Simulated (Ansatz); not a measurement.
Reaction (silylene formation by 1,1-elimination): `O[SiH](F)S[SiH2]Cl` → `O[SiH](F)S` + `[SiH]Cl`

Isolated molecules relaxed with PBE0-D4/def2-TZVP in Ansatz; ΔE leaves out vibrations. CBS: MP2 limit from def2 TZ/QZ plus the TZ coupled-cluster correction, frozen cores. This one scheme is used for every species. DFT in def2-TZVPP. B3LYP here is the variant with VWN-RPA as its local correlation; programs differ in this. One conformer a species, not always the lowest.

`O[SiH](F)S[SiH2]Cl`:

Cartesian coordinates in Å:
```
O -0.437 -2.536 -1.054
Si -0.655 -1.150 -0.240
F -0.079 -1.246 1.243
S 0.397 0.406 -1.245
Si 0.688 1.767 0.367
Cl -1.093 2.288 1.242
H 0.445 -2.775 -1.343
H -2.102 -0.923 -0.149
H 1.288 2.973 -0.242
H 1.548 1.196 1.421
```

`O[SiH](F)S`:

Z-matrix (Å, degrees):
```
Si
F 1 1.594
S 1 2.124 2 107.3
O 1 1.624 2 112.2 3 -119.5
H 1 1.470 2 107.1 3 123.8
H 3 1.344 1 93.3 2 34.3
H 4 0.959 1 118.6 2 71.2
```

`[SiH]Cl`:

Cartesian coordinates in Å:
```
Si -0.597 -0.549 -0.156
Cl 1.457 -0.397 0.120
H -0.860 0.945 0.036
```

| level | ΔE (kJ/mol) | difference from CCSD(T)/CBS |
| --- | --- | --- |
| PBE-D4 | 258.9 | -4.2 |
| r2SCAN-D4 | 279.5 | 16.4 |
| B2PLYP | 250.1 | -13.0 |
| r2SCAN | 275.9 | 12.8 |
| B3LYP | 232.0 | -31.1 |
| CCSD/def2-TZVPP | 250.0 | -13.1 |
| CCSD(T)/def2-TZVPP | 254.1 | -9.0 |
| MP2/def2-QZVPP | 283.4 | 20.3 |
| SCS-MP2/def2-QZVPP | 269.3 | 6.2 |
| HF/CBS(def2) | 243.4 | -19.7 |
| CCSD(T)/CBS | 263.1 | 0 |

Largest T1 diagnostic among the species: 0.013.

In def2-TZVPP, CCSD(T) changes the Hartree–Fock value by +10.9 kJ/mol (the triples alone add +4.1 kJ/mol) and MP2 by +34.9 kJ/mol. The D4 term adds +22.2 kJ/mol with B3LYP and +12.2 kJ/mol with PBE0; it sums over pairs of atoms, weighted by their polarisabilities, and B3LYP, whose exchange is more repulsive, gets the larger term.
